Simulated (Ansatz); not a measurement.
`F[SiH2][SbH][SeH]` + H₂ → `F[SiH2][SbH2]` + H₂Se  (hydrogenolysis of the Sb–Se bond)

Program: Ansatz. Geometries: PBE0-D4/def2-TZVP. ΔE: electronic, gas phase. CCSD(T)/CBS is the MP2 limit (def2-TZVPP, def2-QZVPP) plus CCSD(T) − MP2 in def2-TZVPP, frozen cores. This one scheme is used for every species. Functionals use def2-TZVPP. HSE06 is defined as in plane-wave codes. def2 core potentials past Kr. For Sb, Se outer-core shells are correlated without core-valence functions, which leaves a few kJ/mol of doubt a bond. Scalar relativity is left out up to krypton. Each species was taken in one conformer, which may not be the lowest.

`F[SiH2][SbH][SeH]`:

Cartesian coordinates in Å:
```
F 0.798 2.264 -0.492
Si 0.655 1.087 0.587
Sb -1.433 -0.304 0.016
Se -0.086 -1.849 -1.526
H 1.894 0.270 0.535
H 0.510 1.715 1.926
H -1.141 -1.224 1.434
H -1.197 -1.959 -2.480
```

H₂:

```xyz
2

H    -0.061   -0.364   -0.053
H     0.061    0.364    0.053
```

`F[SiH2][SbH2]`:

```xyz
7

F    -1.732    0.628   -1.244
Si   -0.217    0.539   -0.717
Sb   -0.228   -0.439    1.660
H     0.544   -0.279   -1.694
H     0.333    1.919   -0.688
H    -0.180   -2.029    1.040
H     1.480   -0.339    1.644
```

H₂Se:

```xyz
3

Se   -0.123    0.588   -0.328
H    -0.902   -0.267    0.574
H     1.026   -0.321   -0.246
```

Task: Is it downhill or uphill in electronic energy at CCSD(T)/CBS, and by how much? (Best estimate.)

Result: Computed: Uphill: ΔE = +11.9 kcal/mol.

Task: What do these levels give: HSE06-D4, r2SCANh, r2SCAN0, HSE06, HF/def2-TZVPP, HF/def2-QZVPP? (Best estimate.)

Result: Ansatz gave: HSE06-D4 11.1, r2SCANh 10.5, r2SCAN0 10.0, HSE06 9.6, HF/def2-TZVPP 5.6, HF/def2-QZVPP 5.9 kcal/mol.

Task: What do rigid-rotor, harmonic-oscillator terms from PBE0-D4/def2-TZVP frequencies (298.15 K, 1 bar) make of the CCSD(T)/CBS value? (Best estimate.)

Result: Ansatz gave: ΔZPE = +1.2 kcal/mol, ΔH = +12.0 kcal/mol, ΔS = 26 J/(mol·K), ΔG = +10.2 kcal/mol. Modes under 50 cm⁻¹ make the entropy rough.

Largest T1 diagnostic among the species: 0.013.

In def2-TZVPP, CCSD(T) changes the Hartree–Fock value by +2.9 kcal/mol (the triples alone add +1.2 kcal/mol) and MP2 by +6.0 kcal/mol. Leaving LDA and LC-ωPBE aside and taking each functional with its dispersion term where it has one, the values, not all of them listed here, spread over 5.1 kcal/mol, from B97M-V to revPBE-D4. LDA lies −1.4 kcal/mol from PBE without D4.
